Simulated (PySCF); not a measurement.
## The potential of point charges around `C/C=C/C(C#N)=C\CC`

Species: `C/C=C/C(C#N)=C\CC`. Coordinates (PBE0-D3(BJ)/def2-SVP, Å) and charges (e) from the PBE0/pcSseg-1 density (PySCF):

```json
{"atom": "C1", "x": "3.291", "y": "-0.253", "z": "-0.614", "Mulliken": "-0.2168", "IAO": "-0.4145", "Hirshfeld": "-0.1091", "ESP-fitted": "-0.4427"}
{"atom": "C2", "x": "2.278", "y": "0.470", "z": "0.202", "Mulliken": "-0.2145", "IAO": "-0.1128", "Hirshfeld": "-0.0248", "ESP-fitted": "+0.0421"}
{"atom": "C3", "x": "0.989", "y": "0.116", "z": "0.317", "Mulliken": "-0.0587", "IAO": "-0.1656", "Hirshfeld": "-0.0605", "ESP-fitted": "-0.3400"}
{"atom": "C4", "x": "-0.004", "y": "0.832", "z": "1.119", "Mulliken": "-0.2070", "IAO": "-0.0503", "Hirshfeld": "+0.0017", "ESP-fitted": "-0.0645"}
{"atom": "C5", "x": "0.450", "y": "1.998", "z": "1.830", "Mulliken": "+0.1189", "IAO": "+0.1368", "Hirshfeld": "+0.0776", "ESP-fitted": "+0.3721"}
{"atom": "N6", "x": "0.830", "y": "2.935", "z": "2.396", "Mulliken": "-0.2561", "IAO": "-0.2502", "Hirshfeld": "-0.2242", "ESP-fitted": "-0.4582"}
{"atom": "C7", "x": "-1.310", "y": "0.494", "z": "1.249", "Mulliken": "-0.0587", "IAO": "-0.1006", "Hirshfeld": "-0.0093", "ESP-fitted": "-0.2865"}
{"atom": "C8", "x": "-2.014", "y": "-0.651", "z": "0.606", "Mulliken": "-0.2138", "IAO": "-0.2527", "Hirshfeld": "-0.0598", "ESP-fitted": "+0.3787"}
{"atom": "C9", "x": "-3.164", "y": "-0.194", "z": "-0.290", "Mulliken": "-0.2928", "IAO": "-0.4052", "Hirshfeld": "-0.1086", "ESP-fitted": "-0.3450"}
{"atom": "H10", "x": "3.725", "y": "0.411", "z": "-1.381", "Mulliken": "+0.1368", "IAO": "+0.1553", "Hirshfeld": "+0.0513", "ESP-fitted": "+0.1451"}
{"atom": "H11", "x": "4.133", "y": "-0.591", "z": "0.013", "Mulliken": "+0.1368", "IAO": "+0.1553", "Hirshfeld": "+0.0514", "ESP-fitted": "+0.1428"}
{"atom": "H12", "x": "2.863", "y": "-1.131", "z": "-1.120", "Mulliken": "+0.1170", "IAO": "+0.1421", "Hirshfeld": "+0.0465", "ESP-fitted": "+0.1290"}
{"atom": "H13", "x": "2.625", "y": "1.359", "z": "0.745", "Mulliken": "+0.1374", "IAO": "+0.1522", "Hirshfeld": "+0.0445", "ESP-fitted": "+0.1428"}
{"atom": "H14", "x": "0.631", "y": "-0.768", "z": "-0.218", "Mulliken": "+0.1027", "IAO": "+0.1400", "Hirshfeld": "+0.0457", "ESP-fitted": "+0.2422"}
{"atom": "H15", "x": "-1.930", "y": "1.139", "z": "1.880", "Mulliken": "+0.1172", "IAO": "+0.1568", "Hirshfeld": "+0.0537", "ESP-fitted": "+0.1665"}
{"atom": "H16", "x": "-2.419", "y": "-1.297", "z": "1.407", "Mulliken": "+0.1469", "IAO": "+0.1519", "Hirshfeld": "+0.0495", "ESP-fitted": "-0.0257"}
{"atom": "H17", "x": "-1.317", "y": "-1.278", "z": "0.033", "Mulliken": "+0.1329", "IAO": "+0.1354", "Hirshfeld": "+0.0440", "ESP-fitted": "-0.0588"}
{"atom": "H18", "x": "-2.794", "y": "0.419", "z": "-1.125", "Mulliken": "+0.1272", "IAO": "+0.1432", "Hirshfeld": "+0.0412", "ESP-fitted": "+0.0997"}
{"atom": "H19", "x": "-3.891", "y": "0.414", "z": "0.272", "Mulliken": "+0.1203", "IAO": "+0.1390", "Hirshfeld": "+0.0430", "ESP-fitted": "+0.0829"}
{"atom": "H20", "x": "-3.702", "y": "-1.057", "z": "-0.710", "Mulliken": "+0.1245", "IAO": "+0.1439", "Hirshfeld": "+0.0459", "ESP-fitted": "+0.0774"}
```

Points outside the species (Å): A (-6.0, 3.3, 2.0); B (-1.0, -1.6, 4.4); C (-6.0, 1.5, -2.0); D (3.8, 5.4, 3.9); E (3.6, -2.9, 4.7).

**Question.** Find the potential V = 14.3996 V·Å × Σ q/r of each set of charges at these points.

**Answer.** In volts:

```csv
point,nearest atom,distance (Å),Mulliken,IAO,Hirshfeld,ESP-fitted
A,H19,3.97,+0.024,+0.062,+0.037,+0.069
B,H16,3.33,-0.128,-0.019,+0.047,+0.029
C,H19,3.28,+0.209,+0.139,+0.120,+0.132
D,N6,4.14,-0.438,-0.323,-0.308,-0.447
E,H11,5.25,-0.080,-0.054,-0.011,-0.024
```

**Question.** How far are the other sets from the ESP-fitted one at these points?

**Answer.** Root-mean-square difference: IAO 0.061 V, Hirshfeld 0.065 V, Mulliken 0.085 V. The ESP scheme fits charges at the nuclei, held to the total charge, to the electrostatic potential on points at 1.4 to 2.0 times the van der Waals radii.

**Question.** What energy would a point charge of +3 e have at D in the field of the ESP charges, leaving out polarisation?

**Answer.** -1.342 eV = -129.5 kJ/mol, an attraction.

Isolated species at its PBE0-D3(BJ)/def2-SVP geometry (one conformer only).

The run behind these numbers computed NMR shieldings as well. Hardware: one thread of an x86-64 server, on a shared host. Cost: 28 s of wall time.

The values belong to the conformer `[CH3:1]/[CH:2]=[CH:3]/[C:4]([C:5]#[N:6])=[CH:7]\[CH2:8][CH3:9]`: C2–C3–C4–C5 0°, C4–C7–C8–C9 -120°.
